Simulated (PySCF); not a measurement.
**Magnetic susceptibility: SMILES C=CCC[AsH][GeH3], C4H11AsGe**

Geometry:
```json
{"atom": "C1", "x (Å)": "-3.096", "y (Å)": "-0.590", "z (Å)": "1.047"}
{"atom": "C2", "x (Å)": "-1.903", "y (Å)": "-0.008", "z (Å)": "1.176"}
{"atom": "C3", "x (Å)": "-1.211", "y (Å)": "0.777", "z (Å)": "0.105"}
{"atom": "C4", "x (Å)": "0.134", "y (Å)": "0.190", "z (Å)": "-0.326"}
{"atom": "As5", "x (Å)": "1.480", "y (Å)": "0.160", "z (Å)": "1.143"}
{"atom": "Ge6", "x (Å)": "3.380", "y (Å)": "-0.363", "z (Å)": "-0.262"}
{"atom": "H7", "x (Å)": "-3.667", "y (Å)": "-0.517", "z (Å)": "0.115"}
{"atom": "H8", "x (Å)": "-3.548", "y (Å)": "-1.157", "z (Å)": "1.865"}
{"atom": "H9", "x (Å)": "-1.366", "y (Å)": "-0.110", "z (Å)": "2.128"}
{"atom": "H10", "x (Å)": "-1.870", "y (Å)": "0.848", "z (Å)": "-0.777"}
{"atom": "H11", "x (Å)": "-1.054", "y (Å)": "1.814", "z (Å)": "0.456"}
{"atom": "H12", "x (Å)": "0.538", "y (Å)": "0.751", "z (Å)": "-1.182"}
{"atom": "H13", "x (Å)": "0.003", "y (Å)": "-0.856", "z (Å)": "-0.647"}
{"atom": "H14", "x (Å)": "1.777", "y (Å)": "1.659", "z (Å)": "1.087"}
{"atom": "H15", "x (Å)": "3.369", "y (Å)": "0.460", "z (Å)": "-1.567"}
{"atom": "H16", "x (Å)": "4.685", "y (Å)": "-0.083", "z (Å)": "0.506"}
{"atom": "H17", "x (Å)": "3.330", "y (Å)": "-1.860", "z (Å)": "-0.625"}
```

Theory: PySCF, GIAO BHandHLYP/pcSseg-1 magnetisability, rotational g tensor and spin-rotation constants, non-relativistic, gas phase. Geometry: PBE0-D3(BJ)/def2-SVP.

The calculation is non-relativistic, which matters for the atoms heavier than Zn.

(1) What are the magnetisability and the molar susceptibility?

(2) Split it along the inertial axes a, b, c into diamagnetic and paramagnetic parts about the centre of mass, with the quadrupole moment.

(3) And the rotational g tensor?

## Answers

(1) Isotropic -1695 × 10⁻³⁰ J/T², or -102.0 × 10⁻⁶ cm³/mol; principal values -1791, -1683, -1610 × 10⁻³⁰ J/T², anisotropy 158 × 10⁻³⁰ J/T² (root of half the summed squared differences of the principal values). The susceptibility is in cgs units.

(2) 
```tsv
axis	χ (10⁻⁶ cm³/mol)	diamagnetic (10⁻⁶ cm³/mol)	paramagnetic (10⁻⁶ cm³/mol)	summed x² of all electrons (Å²)	quadrupole Θ (D Å)
a	-103.9	-406.8	302.9	485.5	-0.41
b	-99.3	-2214.8	2115.5	59.3	+0.28
c	-102.9	-2311.3	2208.4	36.6	+0.13
```
Anisotropies 2χaa − χbb − χcc = -5.6 and 2χbb − χaa − χcc = +8.2 × 10⁻⁶ cm³/mol. Θ is traceless in Buckingham's convention.

(3) 
```
axis  rotational constant (GHz)        g  nuclear part  electronic part
   a                     4.4082  -0.0241        0.6031          -0.6272
   b                     0.5467  -0.0043        0.5391          -0.5434
   c                     0.5186  -0.0032        0.5349          -0.5381
```
Asymmetric top; isotopes 75As, 12C, 74Ge, 1H; no vibrational averaging.
